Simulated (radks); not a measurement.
Question: Species: Zn7+. Configuration: [Ar] 3d5. Calculated with a radial shooting solver on a logarithmic mesh with Libxc functionals: Dirac Kohn-Sham, PBE, spin-unpolarised, spherical densities, point nucleus; open shells fill j = l - 1/2 first. Some entries of the table are withheld. Estimate them.

orbital,occ.,eigenvalue (hartree),<r^2> (bohr^2),r(max) (bohr)
1s1/2,2,-355.8520,0.003406,0.03291
2s1/2,2,-48.55977,0.06022,(1)
2p1/2,2,(2),0.04712,0.1503
2p3/2,4,(3),0.04863,0.1531
3s1/2,2,-10.22871,0.4839,(4)
3p1/2,2,-8.58433,0.5039,0.5707
3p3/2,4,-8.45472,0.5160,0.5779
3d3/2,4,-5.70073,0.5462,0.5179
3d5/2,1,-5.68082,0.5501,0.5199
4s1/2,0,-3.63183,2.682,1.452
4p1/2,0,-3.14641,3.063,1.544
4p3/2,0,-3.12052,3.112,1.558

Answer: 
(1) 2s1/2 r(max) (bohr): 0.1894
(2) 2p1/2 eigenvalue (hartree): -43.47225
(3) 2p3/2 eigenvalue (hartree): -42.59565
(4) 3s1/2 r(max) (bohr): 0.5769
